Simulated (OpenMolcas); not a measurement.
## What dynamic correlation does to the levels of Ne4+

```
Program             : OpenMolcas
Basis               : ANO-RCC-VQZP [5s4p3d2f1g]
Scalar Hamiltonian  : DKH2, point nucleus
Active space        : 4 electrons in 4 orbitals (2s 2p)
State averaging     : 2S+1 = 3 even, 3 roots; 2S+1 = 1 even, 6 roots; 2S+1 = 5 odd, 1 root; 2S+1 = 3 odd, 5 roots
Spin-orbit coupling : state interaction with AMFI integrals over the reference wave functions, term energies averaged over their components
```

Methods on the same reference wave functions:
A. CASSCF
B. SS-CASPT2, IPEA 0.25 Eh, imaginary shift 0.1 Eh (closed shells correlated: 1s)

Energies in cm-1 above 2s2 2p2 3P0, the measured ground level; measured values from NIST levels in Podobedova, Fuhr, Reader and Wiese, J. Phys. Chem. Ref. Data 33, 525 (2004).

```tsv
Level	A	B	Measured
2s2 2p2 3P0	0.0	0.0	0.0
2s2 2p2 3P1	392	392	412
2s2 2p2 3P2	1130	1129	1110
2s2 2p2 1D2	32966	30440	30292
2s2 2p2 1S0	61074	63550	63914
2s 2p3 5S* 2	76595	86760
```

Deviations, from unrounded energies. A percentage is the sum of absolute deviations over the sum of measured energies, with the sign that they share, or ± where signs differ.

```
                        Against measurement  Levels     A     B
             mean absolute deviation (cm-1)       4  1400   140
      fine structure of the ground term (%)       2  ±2.7  ±2.6
other terms of the ground configuration (%)       2  ±5.9  ±0.5
```

B lies closest to measurement on these levels. The largest miss of B in the table is 2s2 2p2 1S0, by -370 cm-1. The ranking rests on the paired levels alone, and a cruder setting can come out closer through cancelling errors.

From A to B the spin-free energies of the other terms of 2s2 2p2 shown, above 3P, scale by factors of 0.92 to 1.04.

The lowest spin-free term lies below A's lowest term by 0.099 hartree in B.

CASPT2 does not keep the components of a term degenerate, so their means are used; among the terms shown or strongly mixed into the levels shown the widest spread is 12 cm-1 (2s2 2p2 1D, B). Measured partners are found by configuration, term and J. A level has none where our copy of the source lacks it or the pairing is in doubt (some pairs that miss far off the trend of their configuration count as doubtful), and it then counts in no deviation. Levels of configurations outside the active space are missing. The table leaves out levels that lie high or whose names do not pair safely across all columns.

* marks odd parity.
